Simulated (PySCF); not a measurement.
Compound: o-toluoyl chloride, C8H7ClO.
Numbering: `[CH3:1][c:2]1[cH:3][cH:4][cH:5][cH:6][c:7]1[C:8](=[O:9])[Cl:10]`

Cartesian coordinates in Å at the GFN2-xTB level; atoms count from 1:
```xyz
17
C8H7ClO angstrom
C     -1.689   -1.301    0.319
C     -0.379   -0.605    0.163
C      0.796   -1.310    0.395
C      2.038   -0.717    0.273
C      2.133    0.616   -0.095
C      0.986    1.338   -0.341
C     -0.277    0.750   -0.218
C     -1.496    1.516   -0.460
O     -2.620    1.225   -0.202
Cl    -1.225    3.089   -1.268
H     -1.538   -2.360    0.510
H     -2.249   -0.868    1.147
H     -2.303   -1.183   -0.571
H      0.729   -2.350    0.682
H      2.931   -1.292    0.468
H      3.099    1.088   -0.190
H      1.058    2.377   -0.622
```

NICS is the negative of the GIAO shielding at a point without a nucleus: at the ring centre (0) and 1 Å above and below it (1); zz is the component along the ring normal. Level: GIAO PBE0/pcSseg-1 (PySCF, non-relativistic, gas phase) on the GFN2-xTB geometry, one conformer.

Ring bond lengths (Å), with Mayer bond orders in brackets: C2–C3 1.390 (1.45), C3–C4 1.382 (1.44), C4–C5 1.386 (1.41), C5–C6 1.378 (1.47), C6–C7 1.398 (1.37), C7–C2 1.410 (1.29).

Question: Give the NICS values of each ring in ppm.

Answer: 
| ring | type | NICS(0) | NICS(1), two faces | NICS(1)zz, two faces | rms pucker (Å) | centre to ring atoms, mean (Å) |
| --- | --- | --- | --- | --- | --- | --- |
| C2–C3–C4–C5–C6–C7 | 6-membered carbocycle; formal bonds all aromatic | -8.4 | -11.1 / -11.2 | -26.7 / -26.9 | 0.00 | 1.39 |

Question: What can be read from them?

Answer: 
- C2–C3–C4–C5–C6–C7: mean NICS(1)zz -26.8 ppm, shielded, aromatic by this magnetic criterion (flat ring, no four-coordinate atom).

Question: What does the geometric index give? HOMA = 1 − mean of α(R − Ropt)² over the ring bonds, with Krygowski's 1993 parameters (CC: Ropt 1.388 Å, α 257.7 Å⁻²).

Answer: 
- C2–C3–C4–C5–C6–C7: HOMA 0.97 = 1 − EN − GEO, with mean bond length 1.391 Å, EN = α(Ropt − mean)² = 0.002 and GEO = α × variance = 0.030. The geometric and the magnetic index point the same way.

Question: What is the mean of the two in-plane components of NICS at the second NICS(1) probe listed for ring C2–C3–C4–C5–C6–C7, 1 Å off the ring?

Answer: The isotropic value is a third of the trace: (3 × -11.2 − (-26.9))/2 = -3.3 ppm.

Question: List the ring angles and the Hirshfeld charges of the ring atoms.

Answer: 
- C2–C3–C4–C5–C6–C7: C2 118.1° (+0.032 e), C3 121.8° (-0.048 e), C4 119.9° (-0.027 e), C5 119.6° (-0.046 e), C6 121.0° (-0.041 e), C7 119.6° (-0.026 e); sum 720.0° against 720° for a flat convex ring.

Question: What are the shieldings of the ring atoms and their hydrogens in the same run (means over atoms taken as equivalent)?

Answer: 
| atoms | environment | σ isotropic (ppm) | principal values of the symmetric part, first atom (ppm) |
| --- | --- | --- | --- |
| C2 | substituted aromatic carbon | 34.5 | -58.2, -14.3, 175.9 |
| C3 | aromatic CH carbon | 50.2 | -53.4, 48.0, 156.1 |
| C4 | aromatic CH carbon | 45.6 | -66.8, 27.5, 176.2 |
| C5 | aromatic CH carbon | 55.3 | -52.5, 40.6, 177.9 |
| C6 | aromatic CH carbon | 43.2 | -57.5, 16.8, 170.4 |
| C7 | substituted aromatic carbon | 53.3 | -30.8, 38.9, 151.8 |
| H14 | aromatic hydrogen | 24.12 | 20.3, 23.6, 28.4 |
| H15 | aromatic hydrogen | 23.89 | 20.7, 24.1, 26.9 |
| H16 | aromatic hydrogen | 24.06 | 20.5, 24.7, 27.0 |
| H17 | aromatic hydrogen | 22.83 | 17.7, 21.3, 29.5 |
